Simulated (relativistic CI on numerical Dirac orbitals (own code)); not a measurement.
Method of calculation: Dirac-Coulomb-Breit CI, KLI orbitals optimised for each configuration, a model potential for QED, unscaled Slater integrals (own radial code, finite nucleus).

The strongest absorption lines from the ground level of an ion, among the configurations computed and to levels below about 2000 eV (vacuum wavelength in Å, gf): 6.6663 (0.042), 6.9358 (0.028), 6.9542 (0.064), 6.9750 (0.33), 7.0467 (0.048), 7.1384 (1.4), 7.5045 (0.056), 79.350 (0.11).

Task: Which ion is it?
A. Br29+
B. As29+
C. As27+
D. Ga25+

Result: C. As27+ has 6 electrons and the ground level 2s2 2p2 3P_0; the strongest line goes to 2s2 2p 3d 3D°_1. The pattern of lines fixes the number of electrons, and along that sequence the line energies rise steadily with the charge (about as its square where n changes within one kind of shell, about linearly where n is kept but much faster in heavy ions where fine structure, which grows about as Z⁴, sets the gap, and irregularly where shells cross), which fixes Z. Configurations outside the model, such as inner-shell arrays, can give stronger lines. At this charge energies of transitions that change n are usually good to better than 1 %, and those within a shell (Δn = 0) to a few per cent.

LS names give the leading component of a level, which can be under half, so a name can repeat, a term be missing and a line seem to break the LS rules.
